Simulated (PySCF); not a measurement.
Input and output of an EPR job on `OCC1=NC[C]=N1` [radical].

Computed with PySCF 2.14.0, UKS B3LYP, pcH-1 on C H N O, non-relativistic, mean-field spin-orbit, GIAO.

Input of the driver that calls PySCF (job settings, then Cartesian coordinates in Å):

```
{"job": {"kind": "epr", "basis": "pcH-1"}, "charge": 0, "multiplicity": 2}
O     -2.0259    -0.8656    -0.9440
C     -1.5035    -0.7155     0.3458
C     -0.1430    -0.1298     0.3295
N      0.4268     0.3188    -0.7355
C      1.7177     0.8131    -0.3333
C      1.6861     0.5316     1.1326
N      0.6148    -0.0091     1.5083
H     -1.4806    -0.3399    -1.5458
H     -2.1510    -0.0615     0.9530
H     -1.4734    -1.6963     0.8364
H      1.8157     1.8771    -0.5519
H      2.5176     0.2764    -0.8446
```

The self-consistent field part of the output:

```
UKS, coarse grid
  cycle   1  E = -339.94967857  |g| = 5.45e-01
  cycle   2  E = -339.08845255  |g| = 1.34e+00
  cycle   3  E = -340.01957181  |g| = 2.71e-01
  cycle   4  E = -340.05630490  |g| = 1.04e-01
  cycle   5  E = -340.05955714  |g| = 6.39e-02
  cycle   6  E = -340.06106541  |g| = 3.30e-02
  cycle   7  E = -340.06151937  |g| = 8.14e-03
  cycle   8  E = -340.06155289  |g| = 3.11e-03
  cycle   9  E = -340.06156039  |g| = 1.34e-03
  cycle  10  E = -340.06156230  |g| = 9.50e-04
UKS, final grid
  cycle   1  E = -340.06153153  |g| = 1.61e-03
  cycle   2  E = -340.06152862  |g| = 3.19e-03
  cycle   3  E = -340.06153295  |g| = 2.86e-04
  cycle   4  E = -340.06153303  |g| = 1.82e-04
  cycle   5  E = -340.06153315  |g| = 9.83e-05
  cycle   6  E = -340.06153315  |g| = 3.68e-05
  cycle   7  E = -340.06153315  |g| = 1.14e-05
E = -340.06153315 Eh   <S^2> = 0.7565 (exact 0.7500)
```

What follows in the output?

```
g shifts (ppm)      1          2          3
  rmc          -188       -188       -188
  gc             19         31        -68
  oz_so       -1954        -67       1118
  total       -2124       -224        862
hyperfine (MHz)  atom isotope    a_iso     a_fc   dipolar eigenvalues
    0   17O       1.08       1.08     -3.58      1.59      1.99
    1   13C      -2.35      -2.35     -0.80     -0.64      1.44
    2   13C     125.64     125.64     -9.59     -5.55     15.14
    3   14N      -3.95      -3.95     -5.41     -0.95      6.36
    4   13C     113.78     113.78    -12.94    -12.50     25.44
    5   13C     534.82     534.82    -67.42    -51.21    118.64
    6   14N      93.50      93.50     -8.27     -0.09      8.36
    7    1H      -0.66      -0.66     -2.32      0.42      1.90
    8    1H       1.50       1.50     -1.64     -1.19      2.83
    9    1H       1.24       1.24     -1.68     -1.18      2.85
   10    1H     -11.38     -11.38     -7.99     -5.33     13.32
   11    1H     -11.41     -11.41     -7.98     -5.33     13.31
```

Atoms in this output count from 0. The g shifts stand along the tensor's principal axes 1 to 3: rmc is the relativistic mass correction, gc the gauge correction, oz_so the orbital-Zeeman/spin–orbit term. a_fc is the Fermi-contact part of a_iso, which also holds a spin–orbit part where one was computed. The run used 225 basis functions and 17 SCF iterations in all.

Time: 49 s (with the writing of density and orbital grids); peak memory 0.82 GiB. Hardware: Arm Neoverse V1, one thread, shared host with 32 logical CPUs at a one-minute load of 41.

Where does the spin sit (Mulliken spin populations, atoms from 0)?

5 C +0.85, 2 C +0.09, 4 C +0.05, 6 N +0.01, 0 O +0.01. Over all atoms they add up to 1.

The structure is a single GFN2-xTB conformer in the gas phase; no vibrational or solvent corrections.
Labels such as C1 count atoms from 1, the log's own numbers from 0.
